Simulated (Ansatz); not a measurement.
Two members of one family (Series (H2GaX)2), computed with Ansatz in the gas phase. The two geometries come from different levels. Binding counts from free atoms in the multiplicity of their measured ground term, without zero-point energy. The structures are stationary points that may keep the symmetry of their start.

First: (H2Ga-mu-OH)2 (singlet, charge 0, PBE-D4/def2-SVP geometry).

Cartesian coordinates in Å:
```
Ga -1.435 -0.481 0.280
H -1.573 -1.793 1.143
H -2.593 0.399 -0.332
O -0.026 0.675 1.022
Ga 1.435 0.482 -0.280
H 1.570 1.794 -1.143
H 2.593 -0.397 0.329
O 0.026 -0.675 -1.022
H -0.047 1.207 1.832
H 0.050 -1.212 -1.828
```

```
              level  HOMO (eV)  LUMO (eV)  gap (eV)  binding per atom (eV)
    PBE-D4/def2-SVP      -6.21      -1.19      5.01                   3.07
   PBE-D4/def2-TZVP      -6.33      -1.39      4.94                   3.04
r2SCAN-D4/def2-TZVP      -6.67      -0.97      5.71                   3.08
   PBE0-D4/def2-SVP      -7.59      -0.38      7.21                   3.03
  PBE0-D4/def2-TZVP      -7.67      -0.59      7.08                   3.00
```

Second: (H2Ga-mu-PSiH3)2 (singlet, charge 0, r2SCAN-D4/def2-SVP geometry).

```xyz
24

Ga    0.9963   -1.1031    1.0210
H     1.6923   -2.3050    0.3032
H     1.0950   -0.7815    2.5478
P    -1.3305   -0.9512    0.2915
Si   -2.0170   -2.7004   -0.9375
Si   -2.7997   -0.6804    1.9685
Ga   -0.9810    1.0856   -1.0092
H    -1.0752    0.7639   -2.5363
H    -1.6803    2.2887   -0.2962
P     1.3447    0.9376   -0.2784
Si    2.7950    0.6884   -1.9757
Si    2.0129    2.7023    0.9395
H    -1.0276   -2.8782   -2.0388
H    -3.3716   -2.4296   -1.5030
H    -2.0687   -3.9309   -0.0933
H    -4.1575   -0.3980    1.4162
H    -2.8529   -1.9114    2.8108
H    -2.3283    0.4764    2.7812
H     4.1619    0.4095   -1.4453
H     2.3177   -0.4620   -2.7932
H     2.8288    1.9289   -2.8061
H     1.9325    3.9473    0.1192
H     1.0953    2.7994    2.1100
H     3.4178    2.5039    1.4039
```

**Question.** What does the change do? Estimate second minus first.

**Answer.** 
```
              level  Δ HOMO (eV)  Δ LUMO (eV)  Δ gap (eV)  Δ binding per atom (eV)
    PBE-D4/def2-SVP         0.11        -0.08       -0.19                    -0.23
   PBE-D4/def2-TZVP         0.19        -0.12       -0.31                    -0.20
r2SCAN-D4/def2-TZVP         0.28        -0.36       -0.63                    -0.19
   PBE0-D4/def2-SVP         0.43        -0.15       -0.58                    -0.19
  PBE0-D4/def2-TZVP         0.51        -0.12       -0.62                    -0.15
```
